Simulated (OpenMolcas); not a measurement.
## P IV: effect of the level shift or regulariser

| Item | Value |
| --- | --- |
| Program | OpenMolcas 26.06 |
| Basis | ANO-R2 [5s4p3d1f] |
| Scalar Hamiltonian | X2C, finite nucleus |
| Active space | 2 electrons in 4 orbitals (3s 3p) |
| State averaging | 2S+1 = 3 even, 3 roots; 2S+1 = 1 even, 7 roots; 2S+1 = 3 odd, 3 roots; 2S+1 = 1 odd, 3 roots |
| Spin-orbit coupling | RASSI with atomic mean-field integrals over the reference wave functions, term energies averaged over their components |

Methods on the same reference wave functions:
A. CASSCF
B. MS-CASPT2, IPEA 0.25 Eh, imaginary shift 0.1 Eh (closed shells correlated: 2s 2p)
C. MS-CASPT2, IPEA 0.25 Eh, real shift 0.2 Eh (closed shells correlated: 2s 2p)

Energies in cm⁻¹ above 3s² ¹S₀, the measured ground level; measured values from Martin, Zalubas and Musgrove, J. Phys. Chem. Ref. Data 14, 751 (1985).

```
     Level       A       B       C  Measured
   3s² ¹S₀     0.0     0.0     0.0       0.0
3s 3p ³P°₀   67052   67109   67110     67918
3s 3p ³P°₁   67250   67307   67308     68146
3s 3p ³P°₂   67652   67708   67710     68615
3s 3p ¹P°₁  116433  106359  106480          
   3p² ³P₀  164982  163748  163747    164941
   3p² ³P₁  165186  163954  163953    165185
   3p² ³P₂  165575  164274  164302    165654
   3p² ¹D₂  178548  165392  166055    158142
   3p² ¹S₀  207321  194765  194907    194592
```

Deviations, from unrounded energies. A percentage is the sum of absolute deviations over the sum of measured energies, with the sign that they share, or ± where signs differ.

| Against measurement | Levels | A | B | C |
| --- | --- | --- | --- | --- |
| mean absolute deviation (cm-1) | 8 | 4500 | 1700 | 1800 |
| other configurations (%) | 8 | ±3.4 | ±1.3 | ±1.4 |

B lies closest to measurement on these levels and A furthest from it. The largest miss of B in the table is 3p² ¹D₂, by +7300 cm-1. The ranking rests on the paired levels alone, and a cruder setting can come out closer through cancelling errors.

Between B and C the level of the table that moves most is 3p² ¹D₂, by 660 cm-1 (lowest in B, highest in C).

The lowest spin-free term lies below A's lowest term by 0.199 hartree in B, 0.199 hartree in C.

Over all roots computed the reference weight is 0.91 to 0.99 in B; the roots of lowest weight are the least certain, and an intruder state may touch them. The ¹D term of p² mixes with s d, which this space lacks. Some levels mix across a computed gap that differs much from the measured one, so their mixing is not that of the real levels (holds for B). Measured partners are found by configuration, term and J. A level has none where our copy of the source lacks it or the pairing is in doubt (some pairs that miss far off the trend of their configuration count as doubtful), and it then counts in no deviation. Only configurations of the active space appear.

° marks odd parity.
